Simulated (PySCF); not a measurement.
# Worked example: oscillator strength and radiative lifetime

C₄H₂N₂, SMILES C(#C)/C=N/C#N.

The structure is a stationary point at PBE0-D3(BJ)/def2-SVP. The structure was generated by enumeration; whether it is a known compound was not checked.

TDA-PBE0/def2-SVPD (PySCF 2.14.0) puts the first singlet state with f over 0.02 at 5.25 eV (vertical), with the transition dipole (-0.081, 2.117, 0.000) in atomic units.

Q: Find the oscillator strength, the wavelength and the radiative lifetime that this transition would have in vacuum if emission retraced absorption.

A: 
|μ|² = 4.4882 au, so |μ| = 5.38 D. ΔE = 5.25/27.211 = 0.1929 hartree. f = (2/3) ΔE |μ|² = 0.577 (the program prints 0.578).
λ = 1239.84/5.25 = 236 nm; ν = 42344 cm⁻¹.
Einstein's coefficient A = 0.6670 ν² f s⁻¹ (ν in cm⁻¹) = 6.9e8 s⁻¹, so τ = 1/A = 1.4 ns. This state is S3; the lower singlets have f = 0.001, 0.000. The figure is the radiative limit of this one transition; relaxation, internal conversion, crossing to triplets and a medium change what is measured.
